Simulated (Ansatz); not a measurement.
Reactions of germane (`[GeH4]`).

Program: Ansatz. Geometries: PBE0-D4/def2-TZVP. ΔE: electronic, gas phase. CCSD(T)/CBS adds triple-zeta CCSD(T) − MP2 to the extrapolated MP2 energy (def2 sets, frozen cores). This one scheme is used for every species. DFT in def2-TZVPP. No spin–orbit coupling; open shells (•) take unrestricted orbitals. For Ge, Se outer-core shells are correlated without core-valence functions, which leaves a few kJ/mol of doubt a bond. Scalar relativity is left out up to krypton. Each species was taken in one conformer, which may not be the lowest.

```
                                                     reaction  CCSD(T)/CBS(def2) (kJ/mol)
                             GeH₄ + `[OH]`• → `[GeH3]`• + H₂O                        -147
                   GeH₄ + `CC=[Se]` → `[GeH3][CH]=[Se]` + CH₄                           ?
GeH₄ + `F[CH2][AlH][O][SiH3]` → `F[CH2][AlH][GeH3]` + silanol                         136
    GeH₄ + `C[SiH](F)N[SiH3]` → `C[SiH](F)[GeH3]` + `N[SiH3]`                          75
```

Fill in the missing values. (An estimate is asked.)

The calculation gave: GeH₄ + `CC=[Se]` → `[GeH3][CH]=[Se]` + CH₄: -16.1 kJ/mol.

Largest T1 diagnostic: 0.016, for `CC=[Se]`.
